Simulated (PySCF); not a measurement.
# Silicon: highly charged ions in a basis for the neutral atom

Si⁵⁺ [He] 2s2 2p5, Si⁶⁺ [He] 2s2 2p4. Calculation: PySCF 2.14, in def2-TZVP (5s5p2d1f, 37 functions); no relativity, point nucleus. No spin-orbit coupling, so a gap to NIST mixes the basis error with missing relativistic terms.

Changed run: basis of the neutral atom used for a highly charged ion. This setting is unsound on purpose.

```json
{"species": "Si⁵⁺", "method": "UHF", "sound run (hartree)": "not run", "changed run (hartree)": "-279.09301", "converged": "yes"}
{"species": "Si⁵⁺", "method": "B3LYP", "sound run (hartree)": "not run", "changed run (hartree)": "-279.43675", "converged": "yes"}
{"species": "Si⁵⁺", "method": "PBE", "sound run (hartree)": "not run", "changed run (hartree)": "-279.29046", "converged": "yes"}
{"species": "Si⁶⁺", "method": "UHF", "sound run (hartree)": "not run", "changed run (hartree)": "-271.59867", "converged": "yes"}
{"species": "Si⁶⁺", "method": "B3LYP", "sound run (hartree)": "not run", "changed run (hartree)": "-271.87007", "converged": "yes"}
{"species": "Si⁶⁺", "method": "PBE", "sound run (hartree)": "not run", "changed run (hartree)": "-271.73558", "converged": "yes"}
```

Ionisation energy of Si⁵⁺:

| method | changed run (eV) | NIST (eV) |
| --- | --- | --- |
| UHF | 203.93 | 205.28 |
| B3LYP | 205.90 | 205.28 |
| PBE | 205.58 | 205.28 |

The contracted functions were made for the neutral atom and can be too rigid for a highly charged ion.
